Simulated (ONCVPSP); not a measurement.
**boron: one change to an ONCV potential, before and after**

ONCVPSP 4.0.1 input, shortened (lines: element, Z, core and valence counts, functional; n l f; lmax; l rc ep ncon nbas qcut; lloc lpopt rc5 dvloc0; l nproj debl; icmod fcfact rcfact), PBEsol, scalar-relativistic:

```
  B 5.00    1    1  -116133      upf
    1    0    2.00
    2    0    2.00
    1
    0    1.20    0.00    4    8    6.10
    1    1.20    0.11    5    9    5.70
    4    5    0.80    1.00
    0    2    3.90
    1    1    1.40
    0    0.00    0.00
```

In the p channel the program set the typed energies aside and used 0.050 Ha.

All-electron outer shells of the reference configuration (PBEsol, scalar-relativistic, ld1.x):

```tsv
shell	level (eV)	outermost node (bohr)	outermost maximum (bohr)
1s	-192.53	–	0.21
2s	-19.38	0.46	1.46
```

Change: s: qcut 7.6; p: qcut 7.1.

Cutoffs: the cutoffs (Ha) at which the residual kinetic energy of the hardest occupied pseudo-wave falls to 1 and 0.1 mHa per electron; they do not see the model core or the augmentation charge, which bear on the density cutoff. Errors are all-electron minus pseudo energies relative to the spin-unpolarised reference configuration.

Question: How do hardness, ghosts and transferability respond?

Answer: The potential gets neither clearly harder nor softer (13 Ha and 17 Ha → 14 Ha and 18 Ha); the bound ghost in p disappears; of the 3 tests that both files solve, the error grows in 2 and shrinks in 0 by more than 15 % and 0.3 meV (median size 9.4 → 13.1 meV).

```csv
quantity,base,changed
"cutoff, loose",13 Ha,14 Ha
"cutoff, tight",17 Ha,18 Ha
bound ghosts,p,none
GHOST(+) flags under 300 eV,s at 237.7 eV,s at 235.4 eV
tests with a reliable result,3 of 4,3 of 4
"error for 2s2 2p1, meV [ΔE -8.14 eV]",+9.4,+13
"error for 2s1, meV [ΔE 25.26 eV]",+26,+26
"error for 2s2 2p0.5, meV [ΔE -5.28 eV]",+3.6,+5.5
s: phases at 1.22 bohr within 0.05 rad from the reference energy up to (Ha; the scan ends near 5),to the end of the scan,to the end of the scan
p: phases at 1.22 bohr within 0.05 rad from the reference energy up to (Ha; the scan ends near 5),4.6,4.9
```

 A true bound ghost makes a file unfit for plane-wave use even where its test errors are small: the radial tests pick states by their node count and pass the ghost by.
